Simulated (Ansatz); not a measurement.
BeAl, multiplicity 2 (lowest of 2S+1 = 2, 4 at CCSD(T)/def2-TZVPP on PBE0 minima; our sources give no spin for the ground state, which may be another), most abundant isotopes (9.0122 and 26.9815 u). Constants from fifth-degree fits in 1/R to seven points on the lowest solution found; no spin–orbit coupling, no relativity up to Kr; ω_e x_e and α_e move by some per cent with the fit.

Correlated levels freeze the inner cores; with def2 sets outer-core shells near the valence are correlated too.

Run with Ansatz (Gaussian basis) for Hartree–Fock, density functionals and correlated methods. Each number belongs to the level named beside it.

Total energies (hartree; each atom in its lowest state at that level) and vibrational constants (cm⁻¹):

```
level               E(BeAl) at r_e       E(Be)        E(Al)  ω_e  ω_e x_e
------------------  --------------  ----------  -----------  ---  -------
PBE/def2-TZVPP         -256.890492  -14.628245  -242.227635  404      4.4
B3LYP/def2-TZVPP       -257.082640  -14.672020  -242.387606  379      5.7
wB97M-V/def2-TZVPP     -257.026505  -14.661041  -242.347410  328      6.8
CCSD(T)/def2-QZVPP     -256.609484  -14.655539  -241.934219  387      6.6
```

### Question
Work out D_e and D₀ in eV.

### Answer

D_e = E(Be) + E(Al) − E(molecule), times 27.2114 eV; D₀ = D_e − (ω_e/2 − ω_e x_e/4)/8065.54.
- PBE/def2-TZVPP: D_e = 0.942, zero point 0.025, D₀ = 0.917 eV
- B3LYP/def2-TZVPP: D_e = 0.626, zero point 0.023, D₀ = 0.603 eV
- wB97M-V/def2-TZVPP: D_e = 0.491, zero point 0.020, D₀ = 0.471 eV
- CCSD(T)/def2-QZVPP: D_e = 0.537, zero point 0.024, D₀ = 0.513 eV
No counterpoise correction is made.

Ansatz is a quantum-chemistry and plane-wave program.
